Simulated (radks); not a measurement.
Tm4+, 65 electrons, occupied as [Kr] 4d10 4f11 5s2 5p5.75 5d0.25 (fractional occupations, a model configuration). Method: Dirac Kohn-Sham, BLYP, spin-unpolarised, spherical densities, point nucleus; open shells are shared between the two j in proportion to 2j + 1; computed with a radial shooting solver on a logarithmic mesh with Libxc functionals.

Normalised radial functions P(r) = r R(r) (large component), r in bohr:

```
   r/bohr * 5s1/2, o 5d5/2 (the largest magnitude, 1.09, reaches the edge; | marks zero, & curves that meet)
 0.001499                             o *
 0.001999                             o *
 0.002666                             o  *
 0.003528                             o  *
 0.004705                             o   *
 0.006275                             o   *
  0.00837                             o   *
  0.01116                             o   *
  0.01489                             o  *
  0.01986                             o *
  0.02649                            *|o
  0.03533                         *   |o
  0.04712                       *     | o
  0.06284                      *      |  o
  0.08315                          *  |    o
   0.1109                             |   * o
   0.1479                             |     o  *
   0.1973                             |  o    *
   0.2631                           & |
   0.3509                *    o       |
   0.4681                 *  o        |
   0.6243                         o   |   *
   0.8327                             |     o              *
    1.111                             |              o           *
    1.469                             |                   &
     1.96                             |        *        o
    2.614                             |  *        o
    3.486                             *     o
     4.65                             * o
    6.202                             &
```

5s1/2: eigenvalue -101.68 eV, 4 radial nodes at r = 0.0241, 0.0958, 0.249, 0.588 bohr, <r> = 1.18 bohr, 90 % of the charge inside 1.69 bohr. 5d5/2: eigenvalue -38.397 eV, 2 radial nodes at r = 0.234, 0.707 bohr, <r> = 1.88 bohr, 90 % of the charge inside 2.81 bohr.
